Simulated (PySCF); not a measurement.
Computed shifts of a molecule C2H5BF2O, PBE/pcSseg-1 run with PySCF, GIAO, gas phase, equivalent atoms averaged, in ppm (number of nuclei): ¹³C: 84.9 (1), 63.3 (1). ¹⁹F: -56.9 (1), -328.1 (1). ¹H: 4.95 (2), 4.67 (2), 0.45 (1). References: ¹⁷O against H2O (σ = 334.3 ppm); ¹³C against TMS (σ = 182.0 ppm); ¹¹B against BF3 (σ = 83.9 ppm); ¹⁹F against CFCl3 (σ = 133.6 ppm); ¹H against TMS (σ = 31.49 ppm), references at their B3LYP-D3(BJ)/def2-TZVP geometries, non-relativistic. Geometry optimised at r2SCAN-D4/def2-SVP. Other conformers were not sampled.

Task: Identify the compound among the candidates.
A) C[C@H](O)B(F)F
B) CCOB(F)F
C) OCB(F)CF
D) OCCB(F)F

Result: C, OCB(F)CF
